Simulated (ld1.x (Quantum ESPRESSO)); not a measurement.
**Which change was made? (Tc, TM semilocal)**

ld1.x (Quantum ESPRESSO) 7.5 input, shortened:

```
&input
   title='Tc', zed=43., rel=1, dft='PZ', iswitch=3,
   config='[Kr] 4d5 5s2 5p0'
 /
 &inputp
   pseudotype=1, tm=.true., lloc=0,
   nlcc=.false.
 /
3
4P  2  1   6.00   0.00  1.55  1.55  0.0
4D  3  2   5.00   0.00  1.55  1.55  0.0
4S  1  0   2.00   0.00  1.50  1.50  0.0
 &test
   configts(1)='4s2 4p6 4d5 5s2 5p0'
 /
```

Occupied shells without a wave of their own: 5s. They enter only through the test configuration that unscreens the potential.

Cutoffs, loose and tight: the cutoffs (Ry, on a coarse ladder) from which the occupation-weighted sum of valence levels, in a spherical-Bessel basis at the reference potential, stays within 10 and 1 mRy of its value at 400 Ry. They do not see the model core or the augmentation charge, which bear on the density cutoff. Test errors are all-electron minus pseudo excitation energies from the reference, over the configurations 4s2 4p6 4d5 5s1 5p0; 4s2 4p6 4d5 5s0 5p0; 4s2 4p6 4d4 5s0 5p0; 4s2 4p6 4d4 5s2 5p1; 4s2 4p6 4d5 5s1 5p1; 4s2 4p6 4d6 5s1 5p0; 4s2 4p6 4d5 5s0 5p2 (two spin-polarised tests are not counted in the largest error); variants that change the core or the reference have their own tests. The largest error is taken over the tests solved by every variant that gives reliable tests at all, those not shown here included: 4s2 4p6 4d4 5s0 5p0; 4s2 4p6 4d5 5s0 5p0; 4s2 4p6 4d5 5s0 5p2; 4s2 4p6 4d5 5s1 5p0; 4s2 4p6 4d5 5s1 5p1; 4s2 4p6 4d6 5s1 5p0.

The base gives: outcome: generated, misses its reference levels by 0.68 eV; cutoff, loose: 70 Ry; cutoff, tight: 100 Ry; bound ghosts: none; largest test error (meV): -3107.

Q: After one change the result is: outcome: generated, misses its reference levels by 0.16 eV; cutoff, loose: 110 Ry; cutoff, tight: 180 Ry; bound ghosts: none; largest test error (meV): -729. Which change was it?
A. all radii scaled by about 1.23 (s 1.84, p 1.90, d 1.90 bohr)
B. all radii scaled by about 1.13 (s 1.70, p 1.76, d 1.76 bohr)
C. all radii scaled by about 1.40 (s 2.10, p 2.18, d 2.18 bohr)
D. all radii scaled by about 0.83 (s 1.24, p 1.28, d 1.28 bohr)

A: D. The others give: all radii scaled by about 1.40 (s 2.10, p 2.18, d 2.18 bohr) → outcome: generated, misses its reference levels by 4.48 eV; cutoff, loose: 40 Ry; cutoff, tight: 55 Ry; bound ghosts: none; largest test error (meV): no test is counted, since the test run did not reproduce the reference configuration | all radii scaled by about 1.13 (s 1.70, p 1.76, d 1.76 bohr) → outcome: generated, misses its reference levels by 1.50 eV; cutoff, loose: 50 Ry; cutoff, tight: 70 Ry; bound ghosts: none; largest test error (meV): -6702 | all radii scaled by about 1.23 (s 1.84, p 1.90, d 1.90 bohr) → outcome: generated, misses its reference levels by 2.40 eV; cutoff, loose: 45 Ry; cutoff, tight: 60 Ry; bound ghosts: none; largest test error (meV): -10558.
